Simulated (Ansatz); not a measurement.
One change: `CC[SiH](O)F` becomes `CO[SiH](O)F`.

Ansatz, PBE0-D4/def2-TZVP geometries, multiplicity 1. Each molecule was computed in one conformer, which needn't be the lowest.

| property | `CC[SiH](O)F` |
| --- | --- |
| LUMO energy (B3LYP/def2-TZVPP) / eV | 0.27 |
| HOMO energy (ωB97M-V/def2-TZVPP) / eV | -10.69 |
| zero-point energy (PBE0-D4/def2-TZVP) / kJ/mol | 240.6 |
| HOMO energy (B3LYP/def2-TZVPP) / eV | -8.24 |
| ideal-gas entropy at 298 K and 1 bar (rigid rotor, harmonic PBE0-D4/def2-TZVP) / J/(mol·K) | 348 |
| size of the dipole moment (PBE/def2-TZVPP) / D | 2.12 |

Problem. What does the change do to each property? (Best estimate.)

Solution. Computed: 
```
                                                                                  property  `CO[SiH](O)F`  shift
                                                       LUMO energy (B3LYP/def2-TZVPP) / eV           0.50   0.23
                                                     HOMO energy (ωB97M-V/def2-TZVPP) / eV         -11.15  -0.46
                                            zero-point energy (PBE0-D4/def2-TZVP) / kJ/mol          181.0  -59.6
                                                       HOMO energy (B3LYP/def2-TZVPP) / eV          -8.49  -0.25
ideal-gas entropy at 298 K and 1 bar (rigid rotor, harmonic PBE0-D4/def2-TZVP) / J/(mol·K)            350      2
                                            size of the dipole moment (PBE/def2-TZVPP) / D           1.70  -0.42
```

With PBE0 the HOMO falls by 0.30 eV and the LUMO rises by 0.23 eV, so the gap widens by about 0.53 eV. PBE moves the HOMO by -0.08 eV and ωB97M-V by -0.46 eV. The zero-point energy changes by -59.6 kJ/mol with -6 modes. Dipoles are sizes alone; their direction can turn.

B3LYP here is the variant with VWN-RPA as its local correlation; programs differ in this.
